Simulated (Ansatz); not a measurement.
Two isomers of C2H5ClOSi: A = `Cl[SiH]1CCO1`, B = `O/C([SiH3])=C\Cl`.

Program: Ansatz. Geometries: PBE0-D4/def2-TZVP. ΔE: electronic, gas phase. CCSD(T)/CBS adds triple-zeta CCSD(T) − MP2 to the extrapolated MP2 energy (def2 sets, frozen cores). Functionals use def2-TZVPP. B3LYP here is the variant with VWN-RPA as its local correlation; programs differ in this. One conformer a species, not always the lowest.

A:

Z-matrix (Å, degrees):
```
Si
C 1 1.863
C 1 2.258 2 42.7
Cl 1 2.048 2 116.5 3 -111.5
O 1 1.654 2 82.7 3 1.8
H 1 1.479 2 122.2 3 116.6
H 2 1.088 1 117.3 3 114.1
H 2 1.089 1 116.4 3 -113.2
H 3 1.092 1 123.3 2 -96.8
H 3 1.092 1 126.6 2 94.9
```

B:

```xyz
10

O    -1.152   -1.081   -0.652
C    -0.164   -0.371   -0.068
Si   -0.235    1.484   -0.330
C     0.815   -0.919    0.656
Cl    0.887   -2.629    0.902
H    -1.016   -2.020   -0.452
H     0.924    2.075    0.384
H    -1.506    2.023    0.216
H    -0.159    1.792   -1.780
H     1.606   -0.355    1.124
```

(1) Which is lower in electronic energy at CCSD(T)/CBS, and by how much? (Estimate.)

(2) Give E(B) − E(A) in kcal/mol with r2SCAN-D4, B3LYP, PBE-D4, CCSD/def2-TZVPP, CCSD(T)/def2-TZVPP, HF/def2-TZVPP, B2PLYP. (Estimate.)

Largest T1 diagnostic: 0.013.

## Answers

(1) The calculation gave: A, by 65.3 kcal/mol.

(2) Computed: r2SCAN-D4 64.3, B3LYP 61.1, PBE-D4 60.2, CCSD/def2-TZVPP 66.1, CCSD(T)/def2-TZVPP 64.7, HF/def2-TZVPP 66.6, B2PLYP 63.7. None reverses the order clearly.

From PBE to PBE0 (25 % exact exchange), in def2-TZVPP and without D4, E(B) − E(A) moves by +4.6 kcal/mol.
